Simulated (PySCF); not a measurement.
Orbital picture of AlSn⁺

M06 at R = 3.007 Å; PySCF, spin-free X2C with a Gaussian nucleus, basis sets Al x2c-SVPall, Sn x2c-SVPall. State: ³Π (triplet), unpaired electrons σ ↑, π ↑. Only the outer orbitals are listed, counted within each symmetry.

```
spin  orbital  occ.  ε (eV)  on Al (%)            main shells (%)
   α      13σ     1  -17.72         11            87 Sn s, 9 Al s
   α      14σ     1  -14.34         80   80 Al s, 11 Sn s, 8 Sn p
   α      15σ     1  -10.31         41           57 Sn p, 33 Al p
   α       7π     1   -9.90         16           83 Sn p, 16 Al p
   α       7π     0   -8.52         18           81 Sn p, 18 Al p
   α       8π     0   -6.75         83           83 Al p, 16 Sn p
   α       8π     0   -6.68         81           81 Al p, 18 Sn p
   β      13σ     1  -17.19         11            88 Sn s, 9 Al s
   β      14σ     1  -13.71         81           81 Al s, 11 Sn s
   β       7π     0   -8.41         16           84 Sn p, 15 Al p
   β      15σ     0   -8.23         44  56 Sn p, 34 Al p, 10 Al s
   β       7π     0   -7.86         25           75 Sn p, 24 Al p
```

Problem. Which are the highest filled and the lowest empty level, where do they sit, and how wide is the gap?

Solution. Highest filled α 7π at -9.90 eV (in %: 83 Sn p, 16 Al p); lowest empty α 7π at -8.52 eV (in %: 81 Sn p, 18 Al p); the gap at M06 is 1.38 eV. Both belong to one degenerate shell, split only by its one-sided filling, so this is no excitation gap.

```json
{
  "bond order (Mayer)": "0.91",
  "⟨S²⟩": "2.003",
  "charge on Al (Mulliken, basis-dependent)": "0.58",
  "charge on Al (Löwdin, basis-dependent)": "0.53",
  "dipole moment (positive dipole points towards Sn; it is taken about the centre of mass and depends on that origin)": "-4.87 D"
}
```

Spin–orbit coupling is left out. The state is the lowest determinant that a PBE0 search found; another state may lie lower at other levels.
